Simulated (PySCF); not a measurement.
# Ionisation energy of Tl⁷²⁺ by level of theory

Tl⁷²⁺ [He] 2s2 2p5 [2p1/2^2 2p3/2^3, M_J = 3/2] → Tl⁷³⁺ [He] 2s2 2p4 [2p1/2^2 2p3/2^2, M_J = 2], as a difference of total energies. Calculation: PySCF 2.14, in an even-tempered Gaussian basis (16 s from 60 bohr⁻², ratio 2.4; 13 p from 79 bohr⁻², ratio 2.4; 5 d from 270 bohr⁻², ratio 2.6; 4 f from 400 bohr⁻², ratio 2.6); the two-component X2C-1e Hamiltonian. Correlated levels: nothing frozen; the 22 highest virtual spinors dropped. "Screened" scales the spin-orbit matrix elements by Boettger's factors to mimic the two-electron term; Breit and QED terms are absent.

| method | ionisation energy (eV) |
| --- | --- |
| GHF (spin-free) | 20050.0 |
| GMP2 (spin-free) | 20051.8 |
| GHF (screened spin-orbit) | 19458.6 |
| GMP2 (screened spin-orbit) | 19460.3 |

For this ion Breit and QED terms and the two-electron picture change, all absent here, outweigh the correlation shift from GHF to GMP2.

The spin-free rows relax to the high-spin LS determinant and lack the spin-orbit shift.

The labels give the starting determinants; with spin-orbit coupling the two ends relaxed to ⟨J²⟩ = 3.75, ⟨L²⟩ = 2.04, ⟨S²⟩ = 0.79 and ⟨J²⟩ = 6.00, ⟨L²⟩ = 3.32, ⟨S²⟩ = 1.38.

For comparison: 19440 ± 70 eV (theoretical estimate listed by NIST; NIST Atomic Spectra Database, ionization energies).
